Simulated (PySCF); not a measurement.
# Fractional electron number in Cr (chromium, neutral)

The 4s alpha orbital of [Ar] 3d5 4s1 is emptied in steps (occupation f), with all orbitals relaxed, ending at [Ar] 3d5. All numbers are calculated (PySCF 2.14, the non-relativistic Hamiltonian (point nucleus), in aug-cc-pVTZ (8s7p5d3f2g, 93 functions)). The exact energy is a straight line in f; departures are measured from the line between the end points of the same method.

```json
{"f": "1", "BHandHLYP (eV)": "0.000", "CAM-B3LYP (eV)": "0.000"}
{"f": "0.75", "BHandHLYP (eV)": "-0.255", "CAM-B3LYP (eV)": "-0.201"}
{"f": "0.5", "BHandHLYP (eV)": "-0.340", "CAM-B3LYP (eV)": "-0.268"}
{"f": "0.25", "BHandHLYP (eV)": "-0.255", "CAM-B3LYP (eV)": "-0.201"}
{"f": "0", "BHandHLYP (eV)": "0.000", "CAM-B3LYP (eV)": "0.000"}
```

Q: For BHandHLYP, how does the orbital energy at f = 1 compare with the removal energy?

A: −ε = 5.143 eV against a total-energy difference of 6.497 eV. By Janak's theorem ε = ∂E/∂f, so the gap between them reflects the curvature. Along the path −ε is 5.816 (f = 0.75), 6.496 (f = 0.5), 7.178 (f = 0.25) eV.

```tsv
method	E(f=0) − E(f=1) (eV)	−ε at f=1 (eV)	−ε at f=0.5 (eV)
BHandHLYP	6.497	5.143	6.496
CAM-B3LYP	6.818	5.752	6.817
```

Reference removal energy between the ground levels: 6.767 eV (measured; NIST Atomic Spectra Database, ionization energies).
